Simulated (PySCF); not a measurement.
GaI3, SMILES [Ga]([I])([I])[I] (connectivity only; charge and spin as stated), charge +1, multiplicity 2.

Coordinates come from a r2SCAN-D4/def2-SVP optimisation. The multiplicity is an assumed one; no other spin state was optimised. The isomer is the one that the SMILES or the coordinates give; other isomers of the formula were not compared. The def2 effective core potentials stand for the cores of I; spin–orbit coupling is left out.

Method: IEF-PCM-ωB97X/def2-SVP in PySCF.

The values are the electrostatic part of the solvation free energy, E(continuum) − E(gas) at the gas-phase geometry, in a cavity of scaled van der Waals radii (PySCF's table); cavitation and dispersion terms are not included. A continuum can't describe solvent molecules that bind to the metal.

Estimate the values in water (ε = 78.36), 1-octanol (ε = 9.86), tetrahydrofuran (ε = 7.43). (Estimate from the structure and the level; the computed values follow.)


```json
[
 {"solvent": "water", "ε": "78.36", "ΔG(elec) (kcal/mol)": "-58.8"},
 {"solvent": "1-octanol", "ε": "9.86", "ΔG(elec) (kcal/mol)": "-52.6"},
 {"solvent": "tetrahydrofuran", "ε": "7.43", "ΔG(elec) (kcal/mol)": "-50.4"}
]
```
